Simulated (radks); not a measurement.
The numbers below are computed, except where a source is named.
The nuclear charge of neutral chromium is varied continuously with 24 electrons held in [Ar] 3d5 4s1. Level of theory: scalar-relativistic Kohn-Sham, PBE, spin-polarised, spherical densities, finite nucleus; open shells are filled with parallel spins first; Fermi nuclear charge, rms radius 3.6452 fm (a radial shooting solver on a logarithmic mesh with Libxc functionals). By the Hellmann-Feynman theorem dE/dZ = E(electron-nucleus)/Z, the electronic potential at the nucleus (averaged over a nucleus of fixed radius). The scalar-relativistic energy here is not variational (the density holds large components alone), so the two differ by a part that grows with Z.

| Z | E (hartree) | E(electron-nucleus)/Z (hartree) | HOMO | e(HOMO) (eV) | <r> HOMO (bohr) |
|---|---|---|---|---|---|
| 23.8 | -1029.92666 | -103.333 | 3d | -1.908 | 1.575 |
| 24 | -1050.72524 | -104.508 | 3d | -3.723 | 1.474 |
| 24.2 | -1071.75886 | -105.679 | 3d | -5.801 | 1.393 |
| 24.4 | -1093.02671 | -106.846 | 4s | -7.385 | 3.060 |
| 24.6 | -1114.52812 | -108.010 | 4s | -9.022 | 2.945 |
| 24.8 | -1136.26257 | -109.172 | 4s | -10.767 | 2.840 |
| 25 | -1158.22962 | -110.332 | 4s | -12.617 | 2.744 |

The central difference of E at Z = 24 is -104.581 hartree, to compare with the third column; the second derivative is -5.88 hartree.
